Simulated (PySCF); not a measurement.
Sn (SMILES [Sn]), triplet (core potentials on Sn); R2SCAN/def2-SVPD in PySCF.

Input for PySCF:
```python
from pyscf import gto, scf, dft

mol = gto.M(
    atom='''
Sn    0.000000    0.000000    0.000000
''',
    basis='def2-svpd',
    ecp={'Sn': 'def2-svpd'},
    charge=0,
    spin=2,
    verbose=4,
)

mf = dft.UKS(mol)
mf.xc = 'r2scan'
mf.kernel()
```

Output, abridged:

```
PySCF version 2.14.0

[INPUT] verbose = 4
[INPUT] num. atoms = 1
[INPUT] num. electrons = 22
[INPUT] charge = 0
[INPUT] spin (= nelec alpha-beta = 2S) = 2
[INPUT] symmetry False subgroup None
[INPUT] Mole.unit = angstrom
[INPUT] Symbol           X                Y                Z      unit          X                Y                Z       unit  Magmom
[INPUT]  1 Sn     0.000000000000   0.000000000000   0.000000000000 AA    0.000000000000   0.000000000000   0.000000000000 Bohr   0.0

nuclear repulsion = 0
number of shells = 12
number of NR pGTOs = 67
number of NR cGTOs = 32
basis = def2-svpd
ecp = {'Sn': 'def2-svpd'}

******** <class 'pyscf.dft.uks.UKS'> ********
method = UKS
initial guess = minao
damping factor = 0
level_shift factor = 0
DIIS = <class 'pyscf.scf.diis.CDIIS'>
diis_start_cycle = 1
diis_space = 8
diis_damp = 0
SCF conv_tol = 1e-09
SCF conv_tol_grad = None
SCF max_cycles = 50
direct_scf = True
direct_scf_tol = 1e-13
number electrons alpha = 12  beta = 10
XC library pyscf.dft.libxc version 7.1.2
    S. Lehtola, C. Steigemann, M. J. T. Oliveira, and M. A. L. Marques,  SoftwareX 7, 1–5 (2018)
XC functionals = r2scan
    J. W. Furness, A. D. Kaplan, J. Ning, J. P. Perdew, and J. Sun,  J. Phys. Chem. Lett. 11, 8208–8215 (2020)
    J. W. Furness, A. D. Kaplan, J. Ning, J. P. Perdew, and J. Sun,  J. Phys. Chem. Lett. 11, 9248–9248 (2020)
    J. W. Furness, A. D. Kaplan, J. Ning, J. P. Perdew, and J. Sun,  J. Phys. Chem. Lett. 11, 8208–8215 (2020)
    J. W. Furness, A. D. Kaplan, J. Ning, J. P. Perdew, and J. Sun,  J. Phys. Chem. Lett. 11, 9248–9248 (2020)
radial grids:
    Treutler-Ahlrichs [JCP 102, 346 (1995); DOI:10.1063/1.469408] (M4) radial grids

becke partition: Becke, JCP 88, 2547 (1988); DOI:10.1063/1.454033
pruning grids: <function nwchem_prune>
grids dens level: 3
symmetrized grids: False
atomic radii adjust function: <function treutler_atomic_radii_adjust>
small_rho_cutoff = 0
Set gradient conv threshold to 3.16228e-05
tot grids = 21960
init E= -191.842239153207

cycle= 1 E= -213.679225382848  delta_E= -21.8  |g|= 1.46  |ddm|= 5.28
cycle= 2 E= -213.962884159607  delta_E= -0.284  |g|= 1.11  |ddm|= 4.34
cycle= 3 E= -214.322546813945  delta_E= -0.36  |g|= 0.0815  |ddm|=  1.3
cycle= 4 E= -214.326169504265  delta_E= -0.00362  |g|= 0.00947  |ddm|= 0.239
cycle= 5 E= -214.326220838897  delta_E= -5.13e-05  |g|= 0.000737  |ddm|= 0.0253
cycle= 6 E= -214.326221397277  delta_E= -5.58e-07  |g|= 0.000109  |ddm|= 0.00271
cycle= 7 E= -214.326221423343  delta_E= -2.61e-08  |g|= 4.84e-06  |ddm|= 0.000796
cycle= 8 E= -214.32622142339  delta_E= -4.79e-11  |g|= 6.84e-07  |ddm|= 3.5e-05
Extra cycle  E= -214.326221423392  delta_E= -1.68e-12  |g|= 3.97e-07  |ddm|= 5.58e-06
converged SCF energy = -214.326221423392  <S^2> = 2.0050322  2S+1 = 3.0033529
```
